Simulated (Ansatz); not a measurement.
Gas-phase electronic energies from Ansatz, PBE0-D4/def2-TZVP geometries. CBS: MP2 limit from def2 TZ/QZ plus the TZ coupled-cluster correction, frozen cores. DFT in def2-TZVPP. Elements past krypton have def2 core potentials. For Sn outer-core shells are correlated without core-valence functions, which leaves a few kJ/mol of doubt a bond. One conformer a species, not always the lowest.

Consider the redistribution: `[CH3][SnH2][SiH2]N` + `C[SiH2]OP` → `N[SiH2]OP` + `C[SiH2][SnH2][CH3]`.

Q: Is it downhill or uphill in electronic energy at CCSD(T)/CBS, and by how much? (An estimate is asked.)

A: Ansatz gave: Downhill: ΔE = -26.4 kJ/mol.

Q: What do these levels give: PBE-D4, B2PLYP, PBE, MP2/def2-TZVPP, SCS-MP2/def2-TZVPP, CCSD(T)/def2-TZVPP? (Estimate.)

A: The calculation gave: PBE-D4 -24.5, B2PLYP -25.1, PBE -24.1, MP2/def2-TZVPP -27.7, SCS-MP2/def2-TZVPP -26.3, CCSD(T)/def2-TZVPP -26.9 kJ/mol.

Largest T1 diagnostic among the species: 0.012.
